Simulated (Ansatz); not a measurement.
One change: `F[Si](F)(F)CS` becomes `C=C[Si](F)(F)F`.

Ansatz, PBE0-D4/def2-TZVP geometries, multiplicity 1. Each molecule was computed in one conformer, which needn't be the lowest.

```json
{"property": "HOMO–LUMO gap (ωB97M-V/def2-TZVPP) / eV", "`F[Si](F)(F)CS`": "11.25"}
{"property": "HOMO energy (ωB97M-V/def2-TZVPP) / eV", "`F[Si](F)(F)CS`": "-9.61"}
{"property": "HOMO energy (PBE/def2-TZVPP) / eV", "`F[Si](F)(F)CS`": "-6.07"}
{"property": "HOMO–LUMO gap (PBE0/def2-TZVPP) / eV", "`F[Si](F)(F)CS`": "7.24"}
{"property": "HOMO–LUMO gap (PBE/def2-TZVPP) / eV", "`F[Si](F)(F)CS`": "5.03"}
{"property": "LUMO energy (PBE/def2-TZVPP) / eV", "`F[Si](F)(F)CS`": "-1.05"}
```

**Question.** What does the change do to each property? (An estimate is asked.)

**Answer.** Ansatz gave: 
```csv
property,`C=C[Si](F)(F)F`,shift
HOMO–LUMO gap (ωB97M-V/def2-TZVPP) / eV,12.15,0.90
HOMO energy (ωB97M-V/def2-TZVPP) / eV,-11.16,-1.55
HOMO energy (PBE/def2-TZVPP) / eV,-7.71,-1.64
HOMO–LUMO gap (PBE0/def2-TZVPP) / eV,7.71,0.47
HOMO–LUMO gap (PBE/def2-TZVPP) / eV,5.52,0.49
LUMO energy (PBE/def2-TZVPP) / eV,-2.19,-1.14
```

With PBE0 the HOMO falls by 1.53 eV and the LUMO falls by 1.06 eV, so the gap widens by about 0.47 eV. PBE moves the HOMO by -1.64 eV and ωB97M-V by -1.55 eV.
